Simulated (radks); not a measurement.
Initial-state core-level shifts of the iridium ion Ir+ when its valence configuration changes from [Xe] 4f14 5d7 6s1. Method: Dirac Kohn-Sham, PBEsol, spin-unpolarised, spherical densities, finite nucleus; open shells are shared between the two j in proportion to 2j + 1; Fermi nuclear charge, rms radius 5.4032 fm; computed with a radial shooting solver on a logarithmic mesh with Libxc functionals. Shifts are changes of the shell-averaged eigenvalues in eV (positive: less bound); the change of the density at the nucleus, which sets a Mossbauer isomer shift, is in e/bohr^3, on a base of 1.818e+06.

4f13 5d7 6s2: 2p -15.758; 3p -17.643; 4p -15.354; 4d -14.835; density at nucleus +301.7
4f13.5 5d7 6s1 6p0.5: 2p -8.553; 3p -9.487; 4p -8.392; 4d -8.136; density at nucleus +78.0
4f13.5 5d6 6s2 6p0.5: 2p -12.148; 3p -13.027; 4p -11.897; 4d -11.645; density at nucleus +257.3
4f13.5 5d7 6s1.5: 2p -7.727; 3p -8.656; 4p -7.559; 4d -7.304; density at nucleus +145.4
4f14 5d7 6p1: 2p -1.615; 3p -1.625; 4p -1.630; 4d -1.628; density at nucleus -132.6
4f13 5d7 6s1 6p1: 2p -17.398; 3p -19.294; 4p -17.008; 4d -16.487; density at nucleus +159.6
4f14 5d6 6s2: 2p -3.367; 3p -3.323; 4p -3.300; 4d -3.305; density at nucleus +165.9
4f13.5 5d7.5 6s1: 2p -6.026; 3p -6.975; 4p -5.890; 4d -5.633; density at nucleus +63.9
4f12.5 5d7 6s2 6p0.5: 2p -24.912; 3p -27.786; 4p -24.207; 4d -23.417; density at nucleus +397.1
